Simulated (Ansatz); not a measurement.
Conformers and stereoisomers of `CN=CBr`, each relaxed with PBE0-D4/def2-TZVP in Ansatz. CBS adds the triple-zeta coupled-cluster correction to the MP2 limit.

Outer-core shells of Br are correlated without core-valence functions. Scalar relativity is left out up to krypton. Spin–orbit coupling is left out.

Not all of them had a frequency check.

Conformer A:

Cartesian coordinates in Å:
```
C 0.085 1.066 0.316
N -0.198 0.061 -0.680
C -0.095 -1.132 -0.355
Br -0.443 -2.530 -1.586
H -0.800 1.695 0.440
H 0.887 1.709 -0.052
H 0.373 0.654 1.292
H 0.192 -1.523 0.625
```

Conformer B:

```xyz
8

C    -0.637    0.847    0.205
N     0.371    0.288   -0.646
C     0.875   -0.831   -0.505
Br    0.460   -2.133    0.879
H    -0.261    1.785    0.619
H    -0.937    0.180    1.020
H    -1.509    1.093   -0.405
H     1.638   -1.228   -1.167
```

Task: Which is lowest in electronic energy at CCSD(T)/CBS (frozen core, def2 sets), and by how much? (Best estimate.)

Result: Computed: B; A lies 14.8 kJ/mol higher.

Task: Give the energies relative to B (kJ/mol) with r2SCAN-D4/def2-TZVPP, PBE0-D4/def2-TZVPP, PBE0/def2-TZVPP, B3LYP/def2-TZVPP, SCS-MP2/def2-TZVPP, HF/def2-QZVPP, CCSD/CBS(def2). (An estimate is asked.)

Result: The calculation gave: 
| level | A |
| --- | --- |
| r2SCAN-D4/def2-TZVPP | 19.5 |
| PBE0-D4/def2-TZVPP | 15.4 |
| PBE0/def2-TZVPP | 14.6 |
| B3LYP/def2-TZVPP | 14.8 |
| SCS-MP2/def2-TZVPP | 12.7 |
| HF/def2-QZVPP | 4.9 |
| CCSD/CBS(def2) | 12.4 |

B3LYP here is the variant with VWN-RPA as its local correlation; programs differ in this.
